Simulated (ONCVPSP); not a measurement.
**PBE ONCV dataset for lead, scalar-relativistic all-electron reference.**

| Property | Result |
| --- | --- |
| Element | lead |
| Generator | ONCVPSP 4.0.1 |
| Type | optimised norm-conserving Vanderbilt (ONCV) |
| Functional | PBE |
| Relativity | scalar-relativistic |
| Frozen core | [Kr] 4d10 4f14 5s2 |
| Valence charge | 20 |
| Reference configuration | 5p6 5d10 6s2 6p1.5 (charge +0.5) |
| Partial waves | 6s: rc 2.00 bohr, ncon 3, nbas 7, qcut 2.5 1/bohr, 3 projectors, debl 3.2 Ha; 5p+6p: rc 1.50 bohr, ncon 4, nbas 7, qcut 11.1 1/bohr, 2 projectors; 5d: rc 2.00 bohr, ncon 4, nbas 8, qcut 9.1 1/bohr, 2 projectors, debl 2.5 Ha |
| Local potential | polynomial inside 1.45 bohr (lpopt 1, dvloc0 -1 Ha) |
| Core correction | Teter function, fcfact 2.25, rcfact 1.45 |

All-electron outer shells of the reference configuration (PBE, scalar-relativistic, ld1.x):

```csv
shell,level (eV),outermost node (bohr),outermost maximum (bohr)
5s,-147.81,0.45,0.79
4f,-136.54,–,0.35
5p,-89.48,0.49,0.88
5d,-24.81,0.52,1.07
6s,-15.47,1.01,1.95
6p,-6.53,1.18,2.57
```

Calculated quality:

```
Cutoffs needed             : 36 Ha and 49 Ha (the cutoffs (Ha) at which the residual kinetic energy of the hardest occupied pseudo-wave falls to 1 and 0.1 mHa per electron)
Ghost test                 : no bound ghost flagged; GHOST(+) flagged for s at 135.9 eV
Largest excitation error   : -38 meV (all-electron minus pseudo) for 5p6 5d10 6s0 6p4, out of 4 test configurations
rms error of d²Exc/dni dnj : 3.01 mHa without and 0.71 mHa with the model core
```

Generation and tests took about 5.2 s on one core of a shared server CPU.
